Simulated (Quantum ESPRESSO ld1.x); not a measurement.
Species: Hf+. Configuration: [Xe] 4f12 5d3 6s2 (not the ground configuration). Method: scalar-relativistic Kohn-Sham, LDA (Slater exchange, VWN5 correlation), spin-polarised, spherical densities, point nucleus; open shells are filled with parallel spins first; computed with ld1.x of Quantum ESPRESSO 7.5.

X-ray form factor f0, the Fourier transform of the density (f0(0) = 71):

sin(theta)/lambda (1/angstrom)  f0 (electrons)
0.05                                    69.970
0.1                                     67.301
0.15                                    63.843
0.2                                     60.225
0.25                                    56.706
0.3                                     53.348
0.4                                     47.181
0.5                                     41.828
0.6                                     37.265
0.8                                     29.989
1                                       24.568
1.25                                    19.906
1.5                                     16.979
2                                       13.424
